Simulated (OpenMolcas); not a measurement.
Mn4+.

```yaml
Program: OpenMolcas
Method: RASSCF
Basis: ANO-RCC-VTZP [6s5p3d2f1g]
Scalar_Hamiltonian: DKH2, point nucleus
Active_space: 9 electrons in 8 orbitals (RAS1 3p, at most 2 holes; RAS2 3d)
State_averaging: 2S+1 = 4 even, 10 roots; 2S+1 = 2 even, 40 roots
Spin-orbit_coupling: state interaction with AMFI integrals over the reference wave functions, term energies averaged over their components
```

Levels without dynamic correlation, in cm-1 above 3d3 4F 3/2:

```
               Level      E
          3d3 2G 7/2  20962
          3d3 4P 1/2  19194
          3d3 2P 1/2  24907
3d3 2D 3/2(1) [74 %]  27212
          3d3 2H 9/2  29210
          3d3 2F 7/2  46526
```

On this reference, MS-RASPT2, IPEA 0.25 Eh, imaginary shift 0.1 Eh (closed shells correlated: 3s) puts 3d3 2G 7/2 at 18270 cm-1.

Task: Estimate the other levels at that method by one scale factor, and say how well it serves.

Result: The factor is 18270 / 20962 = 0.872. Scaled values beside those that MS-RASPT2 gives and measured ones (Corliss and Sugar, J. Phys. Chem. Ref. Data 6, 1253 (1977)):
| Level | Scaled | MS-RASPT2 | Miss (%) | Measured |
| --- | --- | --- | --- | --- |
| 3d3 4P 1/2 | 16737 | 17080 | -2.0 | 16434 |
| 3d3 2P 1/2 | 21719 | 23490 | -7.5 | 23082 |
| 3d3 2D 3/2(1) [74 %] | 23729 | 25430 | -6.7 | 24670 |
| 3d3 2H 9/2 | 25471 | 25350 | +0.5 | 24975 |
| 3d3 2F 7/2 | 40571 | 41380 | -2.0 | 40423 |
For these levels the scaled values miss MS-RASPT2 by up to 7.5 %, as correlation changes each term by its own factor, spin-orbit parts do not scale and CASPT2 has its own spread within terms. This holds within one configuration; levels of others move differently, and the target method has errors of its own against measurement.

CASPT2 breaks the degeneracy within a term, and the mean is taken; among the terms shown or strongly mixed into the levels shown the widest spread is 1200 cm-1 (3d3 4F, MS-RASPT2). Active for correlation alone: 3p; no level in the range computed is led by a configuration that opens it, so any true level of that kind is missing. Without dynamic correlation excited terms often stand tens of per cent too high (terms of higher spin than the ground term too low), and those without a measured partner can miss by more than the paired ones (holds for RASSCF). The CASPT2 spread within a term exceeds the gap to the next term for 3d3 2D(1) and 3d3 2H, so the order of their levels is uncertain (holds for MS-RASPT2). Computed and measured levels are paired by configuration, term and J; levels that our copy of the source lacks, or whose pairing is in doubt (as where it misses far off the trend of its configuration), stay unpaired and out of the deviations. Only configurations of the active space appear.

A share in square brackets marks a mixed level and gives the weight of the term that names it, the lowest over the columns. A number in round brackets counts repeated terms of one configuration in the order of the reference energies.
